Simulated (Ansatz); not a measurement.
Ideal-gas functions of `[CH3][GaH][CH]=O` at 400 K and 1 bar, from an Ansatz frequency run at PBE0-D4/def2-TZVP.

Molar mass 114.78 g/mol, point group C1 (symmetry number 1), electronic degeneracy 1, moments of inertia 49.097, 172.204, 202.839 u Å². Harmonic wavenumbers (cm⁻¹, unscaled): 35, 50, 115, 169, 394, 532, 556, 589, 707, 771, 831, 1223, 1382, 1443, 1449, 1736, 1952, 2801, 3050, 3129, 3157.

Use S(trans) = R[1.5 ln M + 2.5 ln T − 1.1517]; rotational temperatures θ = 24.2544 K / I; S(rot) = R[ln(√π/σ · √(T³/θAθBθC)) + 1.5]; for each mode x = 1.438777 ν̃/T, S = R[x/(eˣ − 1) − ln(1 − e⁻ˣ)] and H = RT x/(eˣ − 1); 1 cm⁻¹ = 0.0119627 kJ/mol; R = 8.31446 J/(mol·K).

Problem. By hand: the entropy, in J/(mol·K).

Solution. Translation 174.1. Rotation: θ = 0.494, 0.1408, 0.1196 K, giving 111.9. Vibration, mode by mode: 25.55, 22.59, 15.71, 12.58, 6.08, 4.08, 3.81, 3.47, 2.49, 2.07, 1.75, 0.56, 0.35, 0.29, 0.28, 0.12, 0.06, 0.00, 0.00, 0.00, 0.00, in all 101.8. Electronic 0.0. Sum 387.8 J/(mol·K).

Problem. By hand: H − E and G − E in kJ/mol, counted from the electronic energy.

Solution. Zero-point energy ½ × 26071 × 0.0119627 = 155.9; thermal vibration 18.3; translation, rotation and pV give 4 RT = 13.3. H − E = 187.5 kJ/mol, and G − E = 187.5 − 400 × 387.8/1000 = 32.4 kJ/mol.

Vibration gives 26 % of the entropy, 63.9 J/(mol·K) of it from the modes under 150 cm⁻¹: soft modes count most, and the harmonic formula is weakest for them. The sum counts one conformer and one mirror image; others add a mixing term.
